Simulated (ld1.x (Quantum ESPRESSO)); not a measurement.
**palladium, ultrasoft: configuration errors across variants**

```json
{"Element": "Pd (Z = 46)", "Generator": "ld1.x (Quantum ESPRESSO) 7.5", "Type": "ultrasoft", "Functional": "PBE", "Relativity": "scalar-relativistic", "Frozen core": "[Ar] 3d10", "Valence charge": "18", "Reference configuration": "4s2 4p6 4d10 5s0 5p0", "Partial waves": "4s (bound): rcut 1.25, rcutus 1.30 bohr; 5s (bound, empty): rcut 1.25, rcutus 1.30 bohr; 4p (bound): rcut 1.40, rcutus 1.55 bohr; 5p (bound, empty): rcut 1.40, rcutus 1.55 bohr; 4d (bound): rcut 1.50, rcutus 1.85 bohr; 4d channel at 0.7 Ry: rcut 1.50, rcutus 1.85 bohr", "Local potential": "all-electron potential smoothed inside 1.00 bohr (lloc = -2)", "Core correction": "a·sin(br)/r model core, default radius (core density twice the valence density)", "Augmentation charge": "built from norm-conserving waves at rcut, not smoothed further"}
```

All-electron excitation energies from the reference (eV): (1) 4s2 4p6 4d9 5s0 5p0 9.115; (2) 4s2 4p6 4d8 5s0 5p0 29.934; (3) 4s2 4p6 4d7 5s0 5p0 64.293; (4) 4s1 4p6 4d10 5s0 5p0 91.568; (5) 4s2 4p5 4d10 5s0 5p0 57.165; (6) 4s2 4p6 4d8 5s1 5p0 13.640; (7) 4s2 4p6 4d9 5s1 5p0 1.501.

The default core radius of the base comes out at 0.61 bohr.

Tests that are not counted but printed errors over 1 eV. “core correction a·sin(br)/r model core inside 1.50 bohr”: 4s2 4p6 4d8 5s0 5p0 (solver errors, printed error -3209 eV).

1 further variants failed, have other tests or too few solved ones, and are left out.

Errors AE − PS in meV (a dash: test not solved or not reliable):

| change | (1) | (2) | (3) | (4) | (5) | (6) | (7) | bound ghosts |
| --- | --- | --- | --- | --- | --- | --- | --- | --- |
| base | +0.3 | -0.3 | -4.0 | -132 | -70 | -2280 | -1449 | not determined |
| waves 4p (bound): rcut 1.22, rcutus 1.30 bohr; 5p (bound): rcut 1.22, rcutus 1.30 bohr | -2.6 | -21 | -78 | -143 | -63 | -2299 | -1453 | not determined |
| all radii but the core radius scaled by about 0.91 (s 1.18, p 1.40, d 1.68 bohr, rcut 1.14/1.28/1.36); local potential all-electron potential smoothed inside 0.90 bohr (lloc = -2) | – | – | – | – | – | – | – | not determined |
| type TM; waves now 4s (bound): rc 1.30 bohr; 4p (bound): rc 1.55 bohr; 4d (bound): rc 1.85 bohr; local potential all-electron potential smoothed inside 1.20 bohr (lloc = -1) | -0.5 | -1.7 | +6.2 | -148 | -86 | +1217 | +736 | none |
| local potential all-electron potential smoothed inside 1.50 bohr (lloc = -2) | +0.5 | +2.8 | +11 | -124 | -63 | -2291 | -1439 | not determined |
| core correction a·sin(br)/r model core inside 1.50 bohr | – | – | – | – | – | – | – | not determined |
| waves 4s (bound): rcut 1.25, rcutus 1.34 bohr; 5s (bound): rcut 1.25, rcutus 1.34 bohr | +0.3 | -0.8 | -6.5 | -133 | -71 | -2265 | -1442 | not determined |

Question: Give the same row for: wave 4d channel at 0.7 Ry: rcut 1.50, rcutus 1.85 bohr becomes 4d channel at 0.11 Ry: rcut 1.50, rcutus 1.85 bohr.

Answer: +0.5, +0.4, -2.8, -135, -71, -2280, -1448; bound ghosts: not determined.
